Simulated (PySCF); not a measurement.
A calculated (B3LYP, PySCF 2.14, def2-TZVP, no relativity, point nucleus) atom or ion has these occupied shells.

```json
{"shell": "1s α", "electrons": "1", "orbital energy (eV)": "-6978.9", "rms radius, mean of both spins (bohr)": "0.0685"}
{"shell": "1s β", "electrons": "1", "orbital energy (eV)": "-6978.8", "rms radius, mean of both spins (bohr)": "0.0685"}
{"shell": "2s α", "electrons": "1", "orbital energy (eV)": "-828.48", "rms radius, mean of both spins (bohr)": "0.293"}
{"shell": "2s β", "electrons": "1", "orbital energy (eV)": "-826.28", "rms radius, mean of both spins (bohr)": "0.293"}
{"shell": "2p α", "electrons": "3", "orbital energy (eV)": "-715.66", "rms radius, mean of both spins (bohr)": "0.262"}
{"shell": "2p β", "electrons": "3", "orbital energy (eV)": "-713.84", "rms radius, mean of both spins (bohr)": "0.262"}
{"shell": "3s α", "electrons": "1", "orbital energy (eV)": "-106.99", "rms radius, mean of both spins (bohr)": "0.881"}
{"shell": "3s β", "electrons": "1", "orbital energy (eV)": "-101.61", "rms radius, mean of both spins (bohr)": "0.881"}
{"shell": "3p α", "electrons": "3", "orbital energy (eV)": "-73.611", "rms radius, mean of both spins (bohr)": "0.938"}
{"shell": "3p β", "electrons": "3", "orbital energy (eV)": "-67.987", "rms radius, mean of both spins (bohr)": "0.938"}
{"shell": "3d α", "electrons": "5", "orbital energy (eV)": "-19.625", "rms radius, mean of both spins (bohr)": "1.25"}
{"shell": "3d β", "electrons": "1", "orbital energy (eV)": "-15.847", "rms radius, mean of both spins (bohr)": "1.25"}
{"shell": "4s α", "electrons": "1", "orbital energy (eV)": "-13.500", "rms radius, mean of both spins (bohr)": "2.90"}
```

**Question.** Name the element and its charge.

**Answer.** Fe⁺ (iron, charge +1), in [Ar] 3d6 4s1, high-spin 6D determinant.
